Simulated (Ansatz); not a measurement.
Cartesian coordinates (Å):
```xyz
22

B     -2.1117     1.4605    -0.8723
C     -0.9057     0.5171    -0.6540
C     -1.1610    -0.9580    -0.2351
C     -0.1330    -1.1754     0.8825
C     -0.1271     0.1983     1.5681
C      0.2274     0.9688     0.2900
C      1.5486     0.2728    -0.0853
S      2.0234     0.6209    -1.8109
C      1.2689    -1.2153     0.2549
H     -3.1751     1.0146    -1.2459
H     -1.9869     2.6617    -0.7685
H     -0.5367     0.5533    -1.7126
H     -1.0234    -1.6685    -1.0641
H     -2.1860    -1.0953     0.1443
H     -0.3548    -2.0379     1.5274
H      0.6336     0.2917     2.3594
H     -1.1073     0.4834     1.9823
H      0.3233     2.0594     0.3829
H      2.3469     0.6721     0.5578
H      3.1151    -0.1731    -1.8271
H      1.3031    -1.8549    -0.6396
H      2.0184    -1.5962     0.9658
```
Charge 0, spin multiplicity 1.

Level of theory: frozen-core CCSD(T)/cc-pVDZ // PBE0-D3(BJ)/def2-SVP (Ansatz, an electronic-structure program).

| Item | Value |
|---|---|
| HF energy | -694.84919 Ha |
| MP2 correlation energy | -1.20019 Ha |

### Question
Estimate the CCSD correlation energy, the (T) correction, the total energy and the T1 diagnostic.

### Answer

```yaml
CCSD correlation energy: -1.29514 Ha
"(T) correction": -0.04559 Ha
CCSD(T) total energy: -696.18991 Ha
T1 diagnostic: 0.009
```
